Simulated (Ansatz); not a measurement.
TaSCl3⁺. The state is a doublet with charge 1. Geometry r2SCAN-D4/def2-SVP, that of the neutral singlet; atoms count from 1.

```csv
atom,x (Å),y (Å),z (Å)
Ta1,0.0058,-0.0069,-0.0068
S2,-1.0881,1.2748,1.3323
Cl3,0.0739,1.0170,-2.0534
Cl4,-1.1032,-2.0066,-0.1219
Cl5,2.1116,-0.2782,0.8499
```

In the def2 sets Ta takes a core potential; there is no spin–orbit coupling.

Q: Estimate the Mulliken populations from the PBE0/def2-TZVP orbitals of Ansatz.

A: 
| atom | charge (e) | spin (α − β) | d electrons |
| --- | --- | --- | --- |
| Ta1 | 1.13 | -0.05 | 2.87 |
| S2 | 0.11 | 0.85 | – |
| Cl3 | -0.09 | 0.03 | – |
| Cl4 | -0.09 | 0.04 | – |
| Cl5 | -0.06 | 0.13 | – |
Mulliken values depend strongly on the basis.

Q: Where does the spin sit?

A: Summed by element: Ta -0.05, S 0.85, Cl 0.20, of 1 unpaired in all. Largest on single atoms: S2 0.85, Cl5 0.13, Ta1 -0.05.

Q: And the Mayer bond orders between heavy atoms (over 0.3)?

A: Ta1–S2 1.65 (2.15 Å); Ta1–Cl3 1.34 (2.29 Å); Ta1–Cl4 1.35 (2.29 Å); Ta1–Cl5 1.36 (2.29 Å).
